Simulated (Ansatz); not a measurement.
Relaxation of AlClFGeH$_{4}$N (9 atoms, charge 0, multiplicity 1), to a largest force component of 0.02 eV/Å in at most 50 steps.

Computed with RKS PBE-D4/def2-SVP (Ansatz).

```xyz
9
Properties=species:S:1:pos:R:3:forces:R:3
N 1.600 0.956 -1.107 -1.69 0.80 0.84
Al 0.899 -0.269 0.154 3.82 0.03 -0.87
Cl 2.293 -1.405 1.390 -0.97 0.66 -0.44
Ge -1.424 -0.609 0.404 -12.46 -10.33 6.25
F -2.359 0.418 -0.728 -0.57 0.07 -0.21
H 2.051 1.758 -0.580 -0.13 -0.87 -0.55
H 0.740 1.453 -1.546 1.40 -0.84 0.54
H -0.586 0.042 -0.106 9.93 9.95 -4.88
H -1.914 -0.265 1.903 0.67 0.53 -0.69
```

Question: Where does it end, and by what steps?

Answer: It converged. After 16 steps the energy has fallen by 5.341 eV; H8 moved furthest, 1.35 Å. The start is strongly strained (largest force component 12 eV/Å), so its close contacts needn't be bonds. Parted: Ge4–H8.

```tsv
step	energy less start (eV)	largest force component (eV/Å)	accepted
0	0.0000	12.461	yes
1	-2.9898	4.614	yes
2	-4.0913	1.376	yes
3	-4.4400	1.114	yes
4	-4.7346	0.611	yes
5	-4.9437	0.454	yes
6	-5.1082	0.359	yes
7	-5.2123	0.717	yes
8	-5.2757	0.467	yes
9	-5.2928	1.088	yes
10	-5.3237	0.357	yes
11	-5.3375	0.154	yes
12	-5.3388	0.086	yes
13	-5.3403	0.051	yes
14	-5.3404	0.038	yes
15	-5.3404	0.024	no
16	-5.3406	0.007	yes
```

```xyz
9
Properties=species:S:1:pos:R:3
N 1.482 1.108 -1.015
Al 0.914 0.041 0.282
Cl 2.218 -1.119 1.473
Ge -1.436 -0.800 0.214
F -2.386 0.277 -0.837
H 2.417 1.067 -1.424
H 0.874 1.713 -1.572
H -0.486 0.592 1.123
H -2.297 -0.799 1.540
```

The run took 57 s on 2 threads of Arm Neoverse V1, on a shared host, peak memory 0.18 GiB.
